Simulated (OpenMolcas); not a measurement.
Pd3+: ligand-field states by method

Pd3+ with 4 ligands (fluoride) in tetrahedral coordination (Td) at 1.94 Å. A charge of +0.25 e stands 3.2 Å behind each ligand. Ligand basis ANO-RCC-VDZP.

- Program: OpenMolcas 26.06
- Basis: ANO-RCC-VDZP [6s5p3d1f]
- Scalar Hamiltonian: DKH2, point nucleus
- Active space: 7 electrons in 5 orbitals (4d)
- State averaging: 2S+1 = 4 even, 10 roots; 2S+1 = 2 even, 40 roots
- Spin-orbit coupling: RASSI with atomic mean-field integrals over the reference wave functions

I. CASSCF
II. SS-CASPT2, IPEA 0.25 Eh, imaginary shift 0.1 Eh (closed shells correlated: 4s 4p and the ligand valence shells)
III. SS-CASPT2, IPEA 0 Eh, imaginary shift 0.1 Eh (closed shells correlated: 4s 4p and the ligand valence shells)

Spin-free states (labels of Td) in cm-1, each column counted from its own energy of the first state listed:

```json
{"State": "4A2", "Degeneracy": "1", "I": "0", "II": "0", "III": "0"}
{"State": "4T2", "Degeneracy": "3", "I": "9843", "II": "10770", "III": "9430"}
{"State": "2T1", "Degeneracy": "3", "I": "14172", "II": "7160", "III": "6990"}
{"State": "4T1", "Degeneracy": "3", "I": "15358", "II": "17280", "III": "16320"}
{"State": "2E", "Degeneracy": "2", "I": "15551", "II": "7440", "III": "6640"}
{"State": "2T2", "Degeneracy": "3", "I": "20042", "II": "11400", "III": "10180"}
{"State": "2A1", "Degeneracy": "1", "I": "21110", "II": "13820", "III": "8950"}
{"State": "2T2", "Degeneracy": "3", "I": "24530", "II": "17490", "III": "14360"}
{"State": "4T1", "Degeneracy": "3", "I": "25546", "II": "25950", "III": "25110"}
{"State": "2E", "Degeneracy": "2", "I": "25680", "II": "17150", "III": "14650"}
{"State": "2T1", "Degeneracy": "3", "I": "25727", "II": "16900", "III": "13210"}
{"State": "2T1", "Degeneracy": "3", "I": "29310", "II": "20910", "III": "16860"}
{"State": "2T1", "Degeneracy": "3", "I": "34729", "II": "30120", "III": "28510"}
{"State": "2T2", "Degeneracy": "3", "I": "35152", "II": "27060", "III": "23040"}
{"State": "2A2", "Degeneracy": "1", "I": "35206", "II": "25530", "III": "20670"}
{"State": "2T2", "Degeneracy": "3", "I": "39185", "II": "28300", "III": "23600"}
{"State": "2E", "Degeneracy": "2", "I": "40980", "II": "34150", "III": "31730"}
{"State": "2T1", "Degeneracy": "3", "I": "43811", "II": "34280", "III": "30590"}
{"State": "2E", "Degeneracy": "2", "I": "57041", "II": "44630", "III": "41460"}
{"State": "2T2", "Degeneracy": "3", "I": "59227", "II": "48640", "III": "47080"}
```

From I to II, I's first state of the same spin (4T2) moves from 9843 to 10770 cm-1, by about +920 cm-1.

From I to II, I's first state of another spin (2T1) moves from 14172 to 7160 cm-1, by about -7000 cm-1.

χT at 300 K: I 2.47, II 2.38, III 2.44 cm3 K/mol.

Roots that are degenerate in the reference are averaged as groups; the widest CASPT2 spread within a group is 2400 cm-1 (the 3-fold group of multiplicity 4 near 9430 cm-1 above the lowest state of its run, III). Shifts and gaps below about the spread of the groups concerned are not significant. Over all roots computed the reference weight is 0.70 to 0.74 in II, 0.65 to 0.73 in III; the roots of lowest weight are the least certain, and an intruder state may touch them. The least metal-like active orbital is 79 % on the metal (Löwdin) and no ligand orbital is active, so the numbers are rough. Ligand-to-metal charge-transfer states are missing. With no ligand orbital active B as a rule stays too high, so bands that hang on it stand too high and its fall with covalency is understated. Without dynamic correlation the repulsion within the d shell is too large (B by tens of per cent), so at a given field states of lower spin stand too high (holds for I). With metal d orbitals alone the field can be off either way by tens of per cent (holds for I). With one d shell and no ligand orbital active, 10Dq can be off by a tenth or more (holds for II; III). No measured value stands beside these numbers; the geometry is a model, was not optimised and need not be the one that this ion takes.
